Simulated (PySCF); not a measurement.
# Molecular orbitals of GeP

PBE0 at R = 2.151 Å; Ge def2-SVP, P def2-SVP; no relativity (PySCF 2.14). State: ²Π (doublet), unpaired electrons π ↑. Only the outer orbitals are listed, counted within each symmetry.

```tsv
spin	orbital	occ.	ε (eV)	on Ge (%)	main shells (%)
α	10σ	1	-17.23	31	65 P s, 25 Ge s
α	11σ	1	-11.88	61	60 Ge s, 28 P s, 10 P p
α	5π	1	-7.65	28	71 P p, 26 Ge p
α	12σ	1	-6.97	50	46 P p, 38 Ge p, 11 Ge s
α	5π	1	-6.83	33	66 P p, 32 Ge p
α	6π	0	-2.54	73	73 Ge p, 26 P p
α	6π	0	-2.01	68	68 Ge p, 31 P p
α	13σ	0	1.79	78	71 Ge p, 28 P p
β	10σ	1	-16.36	38	58 P s, 31 Ge s
β	11σ	1	-11.46	57	55 Ge s, 33 P s, 10 P p
β	12σ	1	-6.79	50	46 P p, 39 Ge p, 10 Ge s
β	5π	1	-6.53	40	60 P p, 38 Ge p
β	5π	0	-4.47	49	51 P p, 48 Ge p
β	6π	0	-1.90	61	61 Ge p, 38 P p
β	6π	0	-1.45	53	52 Ge p, 47 P p
```

Problem. Which are the highest filled and the lowest empty level, where do they sit, and how wide is the gap?

Solution. Highest filled β 5π at -6.53 eV (in %: 60 P p, 38 Ge p); lowest empty β 5π at -4.47 eV (in %: 51 P p, 48 Ge p); the gap at PBE0 is 2.06 eV. Both belong to one degenerate shell, split only by its one-sided filling, so this is no excitation gap.

The bond order (Mayer) is 2.25 and the ⟨S²⟩ is 0.757. The charge on Ge (Mulliken, basis-dependent) is 0.12. The charge on Ge (Löwdin, basis-dependent) is -0.01 and the dipole moment (positive dipole means Ge(−)P(+)) is -1.15 D. The polarisability along the bond is 79.5 bohr³ and the polarisability across the bond is 38.4 bohr³.

Spin–orbit coupling is left out. The state was picked by a PBE0 search and need not be the measured ground state.
